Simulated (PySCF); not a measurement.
An unknown is described by computed data only.

Elements present: C, Cl, F and H. Monoisotopic mass: 135.9703 u.

- Polarisability: 42.9 au [CAM-B3LYP/def2-SVPD]
- UV, strongest line: among the 10 lowest singlet transitions: S10 at 10.46 eV (119 nm, f = 0.078) [TDDFT CAM-B3LYP/def2-SVPD]
- Triplet: lowest triplet excitation (Tamm–Dancoff): 6.84 eV [TDA CAM-B3LYP/def2-SVPD]
- 13C NMR: chemical shifts (computed TMS as zero) by class: 131.7 (1 C), 106.3 (1 C) ppm [GIAO B3LYP/pcSseg-2]
- UV, first state: lowest singlet excitation: 7.61 eV (163 nm, f = 0.001) [TDDFT CAM-B3LYP/def2-SVPD]
- Valence photoelectron: vertical ionisation energy: 12.35 eV [ΔSCF CAM-B3LYP/def2-SVPD]
- Rotational structure: rotational constants A, B, C: 3.192, 1.792, 1.457 GHz [PBE0-D3(BJ)/def2-SVP]

The electronic properties come from PySCF, for the isolated species, density fitting. Levels stand in brackets. Geometry: PBE0-D3(BJ)/def2-SVP; no solvent, vibrations or thermal averaging. NMR classes are plain means over equivalent atoms (diastereotopic ones count apart unless rotation or inversion swaps them), as if these changed places fast.

Question: Which formula fits the mass and the elements?

Answer: C2HClF4 (calculated 135.9703). No other formula that holds each of these elements comes within 0.0003 u with a fitting electron parity and a possible valence count.

Question: Propose a structure and show how it fits.

Answer: Numbering: `[F:1][C@H:2]([Cl:3])[C:4]([F:5])([F:6])[F:7]`. Its formula, C2HClF4, gives 0 degrees of unsaturation, so no ring and no π bond. 2 carbons fall into 2 classes; from least to most shielded: CF3 carbon [C4] (131.7 ppm), sp3 C–F carbon [C2] (106.3 ppm). The first electron is taken from the HOMO, whose largest Löwdin shares are 0.74 on the chlorine on a fluorinated carbon, 0.12 on the sp3 C–F carbon and 0.04 on the methine hydrogen. The optimised geometry has point group C1 and is an asymmetric top. Structure: `F[C@H](Cl)C(F)(F)F` (1,1,1,2-tetrafluorochloroethane). The assignments are read from this structure; whether some other isomer fits the data as well wasn't checked. The mirror image fits equally.

The values belong to the conformer `[F:1][C@H:2]([Cl:3])[C:4]([F:5])([F:6])[F:7]`: F1–C2–C4–F5 61°.
